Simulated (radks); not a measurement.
Values are calculated unless marked as measured or tabulated.
How relativity changes the ionisation of neutral germanium ([Ar] 3d10 4s2 4p2) to Ge+ ([Ar] 3d10 4s2 4p1). Spin-unpolarised spherical Kohn-Sham, PBE, point nucleus unless stated (finite: rms radius 4.0742 fm), a radial shooting solver on a logarithmic mesh with Libxc functionals. A level marked "c x" has the speed of light scaled by that factor and shares open shells by 2j + 1; other Dirac levels either fill j = l - 1/2 first or share by 2j + 1.

| level | E(Ge) (hartree) | E(Ge+) (hartree) | IE (eV) | HOMO | <r> HOMO (bohr) |
|---|---|---|---|---|---|
| non-rel. | -2076.63286 | -2076.35808 | 7.477 | 4p | 2.902 |
| scalar-rel. | -2098.83319 | -2098.55962 | 7.444 | 4p | 2.899 |
| scalar-rel., finite nucleus | -2098.82039 | -2098.54682 | 7.444 | 4p | 2.899 |
| Dirac, 2j+1 shares | -2098.93258 | -2098.65893 | 7.446 | 4p3/2 | 2.919 |
| Dirac, low j first | -2098.94169 | -2098.66489 | 7.532 | 4p1/2 | 2.871 |
| Dirac, 2j+1 shares, finite nucleus | -2098.91977 | -2098.64612 | 7.446 | 4p3/2 | 2.919 |
| Dirac, c x 0.75 | -2117.14775 | -2116.87494 | 7.423 | 4p3/2 | 2.933 |
| Dirac, c x 1.25 | -2090.76537 | -2090.49132 | 7.457 | 4p3/2 | 2.913 |
| Dirac, c x 2 | -2082.09594 | -2081.82145 | 7.469 | 4p3/2 | 2.906 |

NIST Atomic Spectra Database: 7.899 eV (measured). The relativistic part of the total energy of Ge is -22.29 hartree (Dirac, 2j+1 shares, finite nucleus), 1.1 % of the non-relativistic value. Spin polarisation and multiplet splitting of open shells are left out at every level.

Beside tabulated values, note that spin-unpolarised runs miss the spin-polarisation part of the exchange energy of open shells.
